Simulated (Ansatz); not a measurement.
Ansatz (a program for electronic structure) input (B3LYP-D3(BJ)/def2-TZVP):

Ansatz 0.2 input:
```yaml
crystal:
  periodic: [false, false, false]
  atoms:
    - {symbol: Hg, position_ang: [0.02352508, -0.00388296, -0.00028874]}
    - {symbol: Cl, position_ang: [1.66581423, 0.40557115, -1.55947126]}
    - {symbol: Cl, position_ang: [-1.62045296, -0.38924187, 1.56302848]}
basis:
  gaussian:
    orbitals: def2-TZVP
hamiltonian:
  xc: b3lyp
  dispersion: d3bj
relax: {f_tol: 0.002, max_steps: 150}
```

End of the output:

```
integrals: 0.05 GiB planned
945 factors; their error is unknown
mean field: 0.41 GiB planned
mean field evaluation 1: about -29224.3246 eV, gradient 3.2e1 eV
mean field evaluation 2: about -29220.1876 eV, gradient 5.5e1 eV
mean field evaluation 4: about -29226.8003 eV, gradient 9.2e-1 eV
mean field evaluation 8: about -29226.8831 eV, gradient 9.2e-2 eV
mean field evaluation 16: about -29226.8831 eV, gradient 7.9e-6 eV
mean field -29226.88313443 eV, -1074.0681444975 hartree, gradient 7.9e-6 eV, S^2 0.000000; 0 other end points of the search recorded, 0 dependent functions left out
the calculation of the forces begins
reference -29226.88337175 eV, -1074.0681532187 hartree; 27, 27 occupied and 90, 90 virtual orbitals, 945 factors
relax step   1: F+E_penalty+E_count = -29227.03601471 eV  Δ(F+E_penalty+E_count) = +0.000e0 eV  max|allowed force component| = 1.659e-1 eV/Å  Δτ_max = 0.0000 Å  (28 SCF iters, accepted)
these checks for a lower state are left out or cut short: starts, cluster_reference, orbital_swaps, neighbouring_geometries, increment
integrals: 0.05 GiB planned
945 factors; their error is unknown
mean field: 0.41 GiB planned
mean field -29226.88650506 eV, -1074.0682683659 hartree, gradient 4.2e-5 eV, S^2 0.000000; 0 other end points of the search recorded, 0 dependent functions left out
the calculation of the forces begins
reference -29226.88674191 eV, -1074.0682770699 hartree; 27, 27 occupied and 90, 90 virtual orbitals, 945 factors
relax step   2: F+E_penalty+E_count = -29227.03996018 eV  Δ(F+E_penalty+E_count) = -3.945e-3 eV  max|allowed force component| = 1.243e-2 eV/Å  Δτ_max = 0.0177 Å  (27 SCF iters, accepted)
these checks for a lower state are left out or cut short: starts, cluster_reference, orbital_swaps, neighbouring_geometries, increment
integrals: 0.05 GiB planned
945 factors; their error is unknown
mean field: 0.42 GiB planned
mean field -29226.88657231 eV, -1074.0682708370 hartree, gradient 4.3e-5 eV, S^2 0.000000; 0 other end points of the search recorded, 0 dependent functions left out
the calculation of the forces begins
reference -29226.88680918 eV, -1074.0682795421 hartree; 27, 27 occupied and 90, 90 virtual orbitals, 945 factors
relax step   3: F+E_penalty+E_count = -29227.03998958 eV  Δ(F+E_penalty+E_count) = -2.941e-5 eV  max|allowed force component| = 1.557e-3 eV/Å  Δτ_max = 0.0017 Å  (30 SCF iters, accepted)
integrals: 0.05 GiB planned
945 factors; their error is unknown
mean field: 0.42 GiB planned
mean field evaluation 32: about -29224.3555 eV, gradient 3.2e1 eV
mean field -29226.88657231 eV, -1074.0682708370 hartree, gradient 4.3e-5 eV, S^2 0.000000; 1 other end points of the search recorded, 0 dependent functions left out
the calculation of the forces begins
reference -29226.88680918 eV, -1074.0682795421 hartree; 27, 27 occupied and 90, 90 virtual orbitals, 945 factors
Total energy: -29227.04022646 eV, -1074.0739175230 hartree
Atom 0 at     0.023005     0.003570     0.000988 Å, force    -0.000116     0.001557     0.000274 eV/Å
Atom 1 at     1.654422     0.399026    -1.549038 Å, force     0.000165    -0.000752    -0.000239 eV/Å
Atom 2 at    -1.608541    -0.390150     1.551319 Å, force    -0.000049    -0.000804    -0.000035 eV/Å
Dipole moment:     0.000030    -0.000408    -0.000072 e Å
```
